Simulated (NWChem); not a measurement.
# CH5CdN; SMILES [CH3][Cd][NH2]

```xyz
8

Cd     0.4720    -0.0482    -0.0006
C      0.5869     2.0465     0.0056
H     -0.0374     2.4641     0.8098
H      0.2276     2.4534    -0.9517
H      1.6228     2.3841     0.1588
N      0.5139    -2.0600    -0.0046
H      0.1538    -2.5121    -0.8431
H      0.0656    -2.5181     0.7867
```
Atoms are numbered in this order, from 1.

Computed with NWChem. The geometry was optimised at PBE0/def2-SVP. def2 effective core potentials on Cd; no spin-orbit coupling. B3LYP is NWChem's, with the RPA form of VWN correlation. Static field.

For level B3LYP/def2-SVPD:

```yaml
isotropic polarisability (bohr³): 55.9
anisotropy (bohr³): 34.0
```

**Question.** What are these values for level PBE/def2-SVPD?

**Answer.** 
| Property | Result |
|---|---|
| isotropic polarisability (bohr³) | 58.0 |
| anisotropy (bohr³) | 35.8 |
